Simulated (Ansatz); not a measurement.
Species: NbO, charge 0, multiplicity 4. The spin state was set by rule; other spins were not relaxed. 
Coordinates optimised at B3LYP-D3(BJ)/def2-TZVP (Ansatz, an electronic-structure program):
```
Nb
O 1 1.6880
```
Charge 0, spin multiplicity 4.

Total electronic energies in hartree. Valence correlation only, unless marked. Open shells are spin-unrestricted. No spin-orbit coupling. Frozen are the shells of the preceding noble gas and the d and f shells that filled before the atom's block. In def2 rows, elements after Kr have scalar-relativistic effective core potentials. STO-3G rows are all-electron and non-relativistic. Basis-set limits of correlation are two-point, X^-3; Hartree-Fock from the larger set. [CCSD(T)-MP2]/basis is that difference in the basis named.

```
level                                                                 program  energy (Eh)
-------------------------------------------------------------  --------------  -----------
HF/STO-3G                                                              Ansatz  -3789.83949
PBE/def2-TZVPD                                                         Ansatz   -132.15408
wB97M-V/def2-TZVPD                                                     Ansatz   -132.08332
B2GP-PLYP-D3(BJ)/def2-TZVPD                                    Ansatz + dftd3   -131.93112
B2GP-PLYP-D4/def2-TZVPD                                        Ansatz + dftd4   -131.93056
B2PLYP-D4/def2-TZVPD                                           Ansatz + dftd4   -131.98957
B2PLYP/def2-TZVPD                                                      Ansatz   -131.98846
MP2/STO-3G                                                             Ansatz  -3789.97840
MP2/def2-QZVPP                                                         Ansatz   -131.66218
SCS-MP2/def2-SVP                                                       Ansatz   -131.42165
CCSD/def2-TZVPPD                                                       Ansatz   -131.62018
CCSD(T)/STO-3G                                                         Ansatz  -3789.98666
CCSD(T)/def2-TZVPP                                                     Ansatz   -131.64193
RI-MP2/CBS(def2-TZVPPD,def2-QZVPPD)+[CCSD(T)-MP2]/def2-TZVPPD          Ansatz    -131.6864
CCSD(T)/CBS(def2-TZVPPD,def2-QZVPPD)                                   Ansatz    -131.6847
```

Totals of different functionals don't rank their quality; only differences between species are comparable.
